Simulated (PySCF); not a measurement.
A PySCF script (with the pyscf-properties extension) for the NMR shieldings of `C=CC[NH2+][B@-](N)(Cl)C#N`, C₄H₉BClN₃, on a GFN2-xTB geometry:

```python
import basis_set_exchange as bse
import numpy as np
from pyscf import gto, dft
from pyscf.prop import nmr

atoms = """
C     2.548929    1.777565    0.290536
C     1.785367    0.864723    0.860546
C     0.852679   -0.036009    0.111420
N    -0.536761    0.119187    0.571784
B    -1.649404   -0.810261   -0.246736
N    -1.663361   -0.359574   -1.632385
Cl   -3.198375   -0.400123    0.793087
C    -1.257726   -2.293711   -0.029474
N    -0.983965   -3.395645    0.135086
H     3.212142    2.403931    0.861292
H     2.550752    1.926313   -0.776868
H     1.801791    0.724741    1.934217
H     0.870545    0.177420   -0.958599
H     1.132924   -1.083552    0.257912
H    -0.840828    1.084561    0.452436
H    -0.624869   -0.105173    1.562422
H    -1.805777   -1.051575   -2.348869
H    -2.202824    0.463501   -1.849463
"""
names = dict.fromkeys(["C", "N", "B", "Cl", "H"], "pcSseg-1")
basis = {el: gto.basis.parse(bse.get_basis(n, elements=[el], fmt="nwchem")) for el, n in names.items()}
mol = gto.M(atom=atoms, basis=basis, charge=0, verbose=0)
mf = dft.RKS(mol, xc="PBE0")
mf.grids.level = 2
mf.grids.alignment = dft.numint.BLKSIZE   # the property module wants whole blocks of grid points
mf.conv_tol = 1e-9
mf.kernel()

calc = nmr.RKS(mf)   # GIAO
C = mf.mo_coeff
Co = C[:, mf.mo_occ > 0]
resp = mf.gen_response(singlet=True, hermi=2)
def vind(x):   # induced exchange potential for any number of trial vectors
    d = np.einsum("pi,xij,qj->xpq", C, 2 * x.reshape(-1, C.shape[1], Co.shape[1]), Co, optimize=True)
    return np.einsum("xpq,pi,qj->xij", resp(d - d.transpose(0, 2, 1)), C, Co, optimize=True).ravel()
mo1, _ = nmr.rhf.solve_mo1(calc, with_cphf=vind)
sigma = calc.kernel(mo1)
for i, s in enumerate(sigma):   # ppm
    w = np.linalg.eigvalsh((s + s.T) / 2)
    print("%2d %-2s iso %8.1f  s11 %8.1f  s22 %8.1f  s33 %8.1f" % (i, mol.atom_pure_symbol(i), w.mean(), *w))
```

Problem. What are the results?

Solution. 
```
 0 C  iso     57.1  s11    -57.8  s22     68.6  s33    160.6
 1 C  iso     45.6  s11    -74.7  s22     56.1  s33    155.2
 2 C  iso    137.7  s11    118.7  s22    138.4  s33    156.0
 3 N  iso    168.4  s11    143.7  s22    156.9  s33    204.6
 4 B  iso    108.9  s11     89.8  s22    116.4  s33    120.6
 5 N  iso    225.9  s11    199.0  s22    223.5  s33    255.2
 6 Cl iso    846.3  s11    709.2  s22    807.4  s33   1022.4
 7 C  iso     56.7  s11    -64.0  s22    -59.2  s33    293.2
 8 N  iso    -69.4  s11   -252.2  s22   -234.2  s33    278.3
 9 H  iso     26.0  s11     23.0  s22     25.0  s33     29.8
10 H  iso     25.8  s11     22.1  s22     25.2  s33     30.3
11 H  iso     25.6  s11     23.1  s22     24.7  s33     29.0
12 H  iso     27.8  s11     22.7  s22     29.2  s33     31.4
13 H  iso     27.9  s11     22.8  s22     29.2  s33     31.5
14 H  iso     29.3  s11     24.4  s22     29.4  s33     34.1
15 H  iso     28.4  s11     22.2  s22     28.9  s33     34.3
16 H  iso     30.4  s11     23.9  s22     26.9  s33     40.5
17 H  iso     31.5  s11     25.0  s22     28.5  s33     41.1
```

These numbers come from an equivalent density-fitted implementation of the same equations, which agrees with the script to about 0.01 ppm for H and up to a few tenths of a ppm for heavy atoms, so last digits may differ.

Size and cost of the density-fitted run: 205 basis functions, 97 s wall time on 1 thread of an Intel Xeon, shared host; peak memory 0.92 GiB.
